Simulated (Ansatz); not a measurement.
`[CH3][SnH]([CH3])[OH]` + HBr → `[CH3][SnH]([OH])[Br]` + CH₄ at 298.15 K and 1 bar (ligand exchange at the Sn–C bond).

Isolated molecules relaxed with PBE0-D4/def2-TZVP in Ansatz; ΔE leaves out vibrations. CBS: MP2 limit from def2 TZ/QZ plus the TZ coupled-cluster correction, frozen cores. This one scheme is used for every species. def2 core potentials past Kr. For Br, Sn outer-core shells are correlated without core-valence functions, which leaves a few kJ/mol of doubt a bond. Scalar relativity is left out up to krypton. One conformer a species, not always the lowest.

| species | CCSD(T)/CBS energy (Eh) | H − E (kJ/mol) | S (J/(mol·K)) |
| --- | --- | --- | --- |
| `[CH3][SnH]([CH3])[OH]` | -370.14409 | 265.3 | 384.1 |
| HBr | -2573.91920 | 24.6 | 198.6 |
| `[CH3][SnH]([OH])[Br]` | -2903.65401 | 172.2 | 381.5 |
| CH₄ | -40.46206 | 127.4 | 186.2 |

H − E and S are ideal-gas, rigid-rotor, harmonic terms from PBE0-D4/def2-TZVP, for one conformer and one mirror image of each species. 1 Eh = 2625.50 kJ/mol, R = 8.31446 J/(mol·K).

Question: By hand: ΔE, ΔH, ΔS and ΔG.

Answer: ΔE = (-2903.65401) + (-40.46206) − (-370.14409) − (-2573.91920) = -0.05278 Eh = -138.6 kJ/mol. Δ(H − E) = 172.2 + 127.4 − 265.3 − 24.6 = 9.7, so ΔH = -128.9 kJ/mol. ΔS = 381.5 + 186.2 − 384.1 − 198.6 = -15.0 J/(mol·K). ΔG = -128.9 − 298.15 × (-15.0)/1000 = -124.4 kJ/mol.

Question: By hand: the equilibrium constant, and the temperature at which ΔG would vanish if ΔH and ΔS stayed fixed.

Answer: log₁₀ K = −ΔG/(RT ln 10) = 21.8. ΔG = 0 at ΔH/ΔS = 8593 K, far beyond where these terms or the molecules hold.

ΔH outweighs TΔS. A doubt of 5 kJ/mol in ΔE shifts log₁₀ K by 0.9 here. Other conformers and mirror images would add mixing entropy, several J/(mol·K) or more a flexible species. Modes under 60 cm⁻¹, often nearly free rotors, make the harmonic entropy too high. These are equilibria of isolated gas molecules and say nothing of rates. Largest T1 diagnostic: 0.012 (customary marks: 0.02 for closed shells, 0.045 for open ones).
